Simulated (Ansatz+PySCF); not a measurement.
Two shapes of singlet BF₃.

Shape 1:

```xyz
4

B     0.0000    0.0000    0.0000
F     1.3104    0.0000    0.0000
F    -0.6552    1.1348    0.0000
F    -0.6552   -1.1348    0.0000
```

Shape 2:

```xyz
4

B     0.0136   -0.0481   -0.0022
F     1.2932    0.0440   -0.0166
F    -0.6680    1.1296   -0.0481
F    -0.6646   -1.1204    0.0469
```

Basis set: def2-SVP (spherical functions). Frozen core: 4 orbitals. Charge 0, multiplicity 1.

Computed with Ansatz (development build ahead of 0.2.0); each method stands on the lowest determinant of its kind that the runs found.

Which shape is lower in energy, and by how much in each method?

| method | E(2) − E(1) (eV) |
| --- | --- |
| UHF | 0.125 |
| UHF-MP2 | 0.148 |
| RHF-CCSD | 0.146 |
| PBE (unrestricted) | 0.148 |
| ωB97X (unrestricted) | 0.140 |

Shape 1 is lower.
